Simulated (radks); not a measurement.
Values are calculated unless marked as measured or tabulated.
Q: The rubidium ion Rb9+ is in [Ar] 3d10. Code: a radial shooting solver on a logarithmic mesh with Libxc functionals. Model: scalar-relativistic Kohn-Sham, BLYP, spin-polarised, spherical densities, finite nucleus; Fermi nuclear charge, rms radius of each element as measured or else 0.836 A^(1/3) + 0.57 fm. Open shells are filled with parallel spins first. One electron is removed from 3p, 3d, 2p, 3s in turn, with full relaxation. Which removal costs least, and what does each cost?

A: 3d 276.86 eV; 3p 397.86 eV; 3s 471.17 eV; 2p 1989.8 eV. The 3d electron leaves first.
